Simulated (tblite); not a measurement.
Record of a relaxation.

C₈H₁₅P.
Numbering: `[CH2:1]=[CH:2][CH2:3][P:4]1[CH2:5][C@@H:6]1[CH:7]([CH3:8])[CH3:9]` (hydrogens: H10, H11 on C1; H12 on C2; H13, H14 on C3; H15, H16 on C5; H17 on C6; H18 on C7; H19, H20, H21 on C8; H22, H23, H24 on C9)

Computed with GFN2-xTB (tblite), gas phase: L-BFGS steps from a force-field or distance-geometry start until the largest atomic force falls under 0.01 eV/Å. 5 of its 80 geometries are shown.

Step 0: E = -741.0917 eV, largest atomic force 1.583 eV/Å
```
atom  x, y, z in Å  |  force x, y, z in eV/Å
C1      3.804    1.500   -0.587   -0.706  -0.692   0.267
C2      3.323    0.256   -0.469    1.154   0.983   0.455
C3      2.214   -0.144    0.454    0.422   0.413  -0.150
P4      0.939   -0.683   -0.769   -0.663  -0.359  -0.271
C5     -0.042   -1.835    0.291   -0.033  -0.032  -0.209
C6     -0.595   -0.443    0.236    0.025   0.205   0.080
C7     -1.890   -0.170   -0.484   -0.462   0.031   0.050
C8     -2.016    1.315   -0.829   -0.196   0.182  -0.028
C9     -3.067   -0.608    0.394   -0.433   0.073   0.440
H10     4.622    1.717   -1.245    0.007   0.112  -0.065
H11     3.353    2.333   -0.045    0.240  -0.311  -0.209
H12     3.820   -0.545   -1.016   -0.275   0.103   0.118
H13     2.525   -0.943    1.128    0.018  -0.143  -0.085
H14     1.864    0.702    1.055    0.074   0.014  -0.112
H15     0.410   -2.172    1.207    0.062  -0.080   0.214
H16    -0.566   -2.613   -0.244   -0.149   0.007   0.026
H17    -0.486    0.171    1.133    0.024  -0.173  -0.076
H18    -1.939   -0.756   -1.413    0.158   0.088   0.076
H19    -1.208    1.636   -1.484    0.056  -0.092   0.032
H20    -2.962    1.508   -1.344    0.163  -0.062   0.100
H21    -1.993    1.944    0.069    0.013  -0.253  -0.143
H22    -4.024   -0.422   -0.118    0.367  -0.027   0.182
H23    -3.080   -0.050    1.355    0.053  -0.313  -0.609
H24    -3.020   -1.680    0.628    0.080   0.327  -0.080
```

Step 20: E = -741.2303 eV, largest atomic force 0.070 eV/Å
```
atom  x, y, z in Å  |  force x, y, z in eV/Å
C1      3.842    1.527   -0.571   -0.018  -0.028   0.000
C2      3.426    0.281   -0.434   -0.012  -0.017   0.012
C3      2.247   -0.134    0.376   -0.054  -0.010  -0.010
P4      0.885   -0.715   -0.806    0.006   0.008  -0.021
C5     -0.080   -1.841    0.296   -0.001   0.012   0.005
C6     -0.615   -0.437    0.246    0.023  -0.016  -0.006
C7     -1.926   -0.174   -0.465    0.029   0.008   0.002
C8     -2.026    1.306   -0.827   -0.008   0.004   0.000
C9     -3.100   -0.611    0.411    0.011   0.013   0.003
H10     4.679    1.771   -1.202    0.024   0.053   0.039
H11     3.361    2.346   -0.062    0.009  -0.001  -0.028
H12     3.932   -0.518   -0.961   -0.013  -0.019   0.005
H13     2.507   -0.964    1.038    0.011   0.007  -0.012
H14     1.874    0.705    0.969    0.013  -0.003   0.008
H15     0.375   -2.186    1.215    0.004  -0.001  -0.005
H16    -0.664   -2.601   -0.210    0.026   0.004   0.024
H17    -0.483    0.162    1.144    0.024  -0.027  -0.030
H18    -1.939   -0.764   -1.389   -0.006   0.015   0.007
H19    -1.188    1.594   -1.460   -0.006  -0.028  -0.004
H20    -2.951    1.509   -1.360   -0.003   0.010   0.002
H21    -1.999    1.919    0.071   -0.034  -0.010  -0.001
H22    -4.040   -0.432   -0.105   -0.006   0.004   0.030
H23    -3.101   -0.053    1.346   -0.023   0.015  -0.013
H24    -3.029   -1.671    0.646    0.004   0.008  -0.009
```

Step 40: E = -741.2350 eV, largest atomic force 0.016 eV/Å
```
atom  x, y, z in Å  |  force x, y, z in eV/Å
C1      3.845    1.525   -0.552    0.005  -0.002  -0.003
C2      3.434    0.276   -0.433   -0.006   0.001   0.004
C3      2.236   -0.142    0.346   -0.008  -0.002   0.005
P4      0.881   -0.726   -0.839   -0.006   0.000   0.002
C5     -0.070   -1.841    0.287   -0.005  -0.003  -0.002
C6     -0.609   -0.440    0.227    0.006   0.009  -0.005
C7     -1.930   -0.175   -0.463   -0.002  -0.001  -0.004
C8     -2.037    1.303   -0.829   -0.005   0.004  -0.004
C9     -3.098   -0.600    0.427   -0.002   0.000   0.003
H10     4.711    1.785   -1.137    0.010   0.009  -0.003
H11     3.334    2.341   -0.068   -0.001  -0.012   0.002
H12     3.963   -0.523   -0.937   -0.001   0.007   0.002
H13     2.491   -0.975    1.007    0.007   0.000   0.005
H14     1.859    0.694    0.940    0.000   0.002   0.006
H15     0.401   -2.169    1.205   -0.001  -0.002  -0.001
H16    -0.654   -2.615   -0.195   -0.009   0.003  -0.013
H17    -0.458    0.166    1.116    0.003   0.004   0.001
H18    -1.960   -0.766   -1.386   -0.003  -0.009  -0.004
H19    -1.193    1.595   -1.452    0.003  -0.005  -0.004
H20    -2.957    1.500   -1.375   -0.007  -0.002  -0.008
H21    -2.032    1.918    0.069    0.003  -0.001   0.005
H22    -4.043   -0.429   -0.083   -0.004  -0.001   0.004
H23    -3.099   -0.026    1.352    0.012   0.001   0.002
H24    -3.026   -1.656    0.677    0.009   0.001   0.006
```

Step 59: E = -741.2362 eV, largest atomic force 0.018 eV/Å
```
atom  x, y, z in Å  |  force x, y, z in eV/Å
C1      3.848    1.525   -0.534    0.006   0.002   0.002
C2      3.437    0.275   -0.423    0.002   0.001  -0.001
C3      2.232   -0.147    0.345    0.004   0.000  -0.001
P4      0.886   -0.727   -0.852   -0.009   0.011  -0.011
C5     -0.075   -1.839    0.268    0.008  -0.008  -0.005
C6     -0.606   -0.436    0.208    0.003   0.004  -0.001
C7     -1.935   -0.175   -0.469    0.000   0.005  -0.002
C8     -2.049    1.299   -0.847    0.000   0.000  -0.002
C9     -3.081   -0.593    0.452    0.005   0.003  -0.005
H10     4.718    1.791   -1.109    0.000  -0.002  -0.002
H11     3.329    2.337   -0.050   -0.001   0.000   0.004
H12     3.970   -0.522   -0.925    0.001  -0.001   0.000
H13     2.482   -0.982    1.005    0.008   0.004   0.003
H14     1.853    0.688    0.939   -0.008  -0.005   0.004
H15     0.388   -2.177    1.185    0.006  -0.003   0.008
H16    -0.663   -2.604   -0.224   -0.006  -0.010  -0.003
H17    -0.450    0.172    1.096    0.001   0.002   0.011
H18    -1.979   -0.776   -1.385   -0.003  -0.003   0.005
H19    -1.206    1.589   -1.472   -0.005  -0.005  -0.005
H20    -2.969    1.487   -1.395   -0.001   0.000   0.003
H21    -2.046    1.921    0.046    0.001   0.002  -0.004
H22    -4.039   -0.435   -0.038   -0.001  -0.001   0.005
H23    -3.061   -0.007    1.369   -0.003   0.003  -0.001
H24    -2.996   -1.645    0.715   -0.006   0.002  -0.003
```

Step 79: E = -741.2370 eV, largest atomic force 0.009 eV/Å
```
atom  x, y, z in Å  |  force x, y, z in eV/Å
C1      3.857    1.529   -0.514   -0.003   0.000  -0.002
C2      3.439    0.279   -0.417    0.001  -0.001  -0.003
C3      2.232   -0.147    0.344    0.004   0.005   0.001
P4      0.883   -0.708   -0.861    0.004  -0.003  -0.004
C5     -0.070   -1.840    0.247    0.000   0.000   0.001
C6     -0.607   -0.436    0.207   -0.001  -0.004   0.001
C7     -1.940   -0.179   -0.464    0.001   0.002  -0.002
C8     -2.057    1.288   -0.868   -0.001   0.003   0.000
C9     -3.080   -0.580    0.471    0.002   0.001  -0.003
H10     4.730    1.796   -1.084   -0.005   0.000   0.005
H11     3.340    2.338   -0.024    0.005  -0.001   0.004
H12     3.972   -0.514   -0.927    0.000  -0.003  -0.001
H13     2.480   -0.991    0.993    0.002   0.000  -0.004
H14     1.855    0.679    0.949   -0.007   0.005  -0.002
H15     0.402   -2.187    1.157   -0.004   0.004   0.005
H16    -0.660   -2.600   -0.249    0.005   0.000  -0.005
H17    -0.453    0.161    1.102    0.000  -0.001   0.000
H18    -1.993   -0.794   -1.370   -0.002  -0.007   0.003
H19    -1.231    1.563   -1.521    0.004  -0.004   0.004
H20    -2.991    1.467   -1.394   -0.002   0.003  -0.002
H21    -2.030    1.928    0.013    0.006   0.001   0.003
H22    -4.041   -0.420   -0.011   -0.002  -0.002   0.004
H23    -3.049    0.017    1.381   -0.003   0.000  -0.002
H24    -2.999   -1.629    0.745   -0.003   0.002   0.002
```

Problem. Summarise the path.

Solution. The energy falls by 0.1453 eV from step 0 to step 79; nine tenths of that is first reached at step 13. It falls at every step. The largest force goes from 1.583 to 0.009 eV/Å. Among the bonds C3–P4 changes most, from 1.847 to 1.894 Å; the atoms move by 0.102 Å rms after alignment.

Problem. Follow the three bonds and two angles with the largest change from start to end.

Solution. 
```csv
step,E above end (eV),largest force (eV/Å),C3–P4 (Å),C9–H23 (Å),C1=C2 (Å),C2–C3–P4 (°),P4–C3–H13 (°)
0,0.1453,1.583,1.847,1.111,1.338,100.4,113.1
3,0.0508,0.303,1.886,1.084,1.318,103.1,111.2
7,0.0283,0.194,1.886,1.090,1.319,105.3,109.9
10,0.0193,0.109,1.891,1.088,1.321,105.6,108.4
14,0.0130,0.089,1.894,1.088,1.320,106.8,108.6
17,0.0096,0.089,1.890,1.088,1.321,107.7,108.6
21,0.0061,0.068,1.895,1.088,1.321,108.4,108.5
24,0.0047,0.033,1.892,1.088,1.321,108.8,108.7
27,0.0040,0.029,1.892,1.088,1.321,108.9,108.6
31,0.0033,0.029,1.894,1.088,1.321,109.1,108.3
34,0.0027,0.032,1.892,1.088,1.321,109.3,108.2
38,0.0022,0.023,1.893,1.089,1.321,109.5,108.1
41,0.0019,0.016,1.892,1.088,1.321,109.6,108.1
45,0.0017,0.021,1.893,1.088,1.321,109.5,108.3
48,0.0014,0.029,1.894,1.088,1.320,109.6,108.3
52,0.0011,0.021,1.893,1.088,1.321,109.5,108.3
55,0.0010,0.016,1.894,1.088,1.321,109.6,108.2
58,0.0008,0.018,1.893,1.088,1.321,109.6,108.1
62,0.0007,0.012,1.893,1.088,1.321,109.6,108.1
65,0.0006,0.011,1.893,1.088,1.321,109.7,108.2
69,0.0005,0.011,1.893,1.088,1.321,109.7,108.3
72,0.0003,0.016,1.894,1.088,1.321,109.7,108.2
76,0.0001,0.022,1.893,1.088,1.321,109.8,108.2
79,0.0000,0.009,1.894,1.088,1.321,109.7,108.1
```
